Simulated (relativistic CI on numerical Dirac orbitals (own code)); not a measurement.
## Hyperfine structure of Ge²⁰⁺, mass number 73

Method of calculation: Dirac-Coulomb-Breit CI, orbitals from a KLI potential per configuration, QED by a radiative potential, unscaled Slater integrals (own radial code, finite nucleus).

CI space (outside the closed core [Ne]): 3s2, 3s.3p, 3p2, 3s.3d, 3d2, 3p.3d, 3p.4s, 3d.4s, 3s.4s, 3s.4p, 3s.4d, 3s.4f, 3s.5s, 3s.5p, 3s.5d, 4s2. Levels of other configurations are missing.

Nuclear spin I = 9/2, μ = -0.87824 μN, Q = -0.196 b (tables of Stone and Pyykkö). The electronic factors are computed for point nuclear moments, without core polarisation or the Bohr-Weisskopf and QED corrections.

| Level | E (cm⁻¹) | A (MHz) | B (MHz) |
| --- | --- | --- | --- |
| 3s.3p 3P°_1 | 339731 | -18970 | 1980 |
| 3s.3p 3P°_2 | 381990 | -11610 | -4100 |
| 3s.3p 1P°_1 | 513862 | 453.2 | -3940 |
| 3p2 1D_2 | 808640 | -4139 | -4270 |
| 3p2 3P_1 | 815022 | 255.6 | -2040 |
| 3p2 3P_2 | 865520 | -2022 | 1790 |
| 3s.3d 3D_1 | 969269 | 8718 | -314 |
| 3s.3d 3D_2 | 972925 | -4298 | -454 |

Levels with J = 0, under 50 % of one LS term, or S terms without an open s electron are left out. Small factors come from cancelling terms and can be off by tens of per cent or more.

At this charge energies of transitions that change n are usually good to better than 1 %, and those within a shell (Δn = 0) to a few per cent.

Give the hyperfine levels of 3s.3p 3P°_1 relative to its centre of gravity.

With K = F(F + 1) − I(I + 1) − J(J + 1), E = AK/2 + B[¾K(K + 1) − I(I + 1)J(J + 1)]/[2I(2I − 1)J(2J − 1)]: F = 7/2: 105200, F = 9/2: 17650, F = 11/2: -84860 MHz.

LS names give the leading component of a level, which can be under half, so a name can repeat, a term be missing and a line seem to break the LS rules.
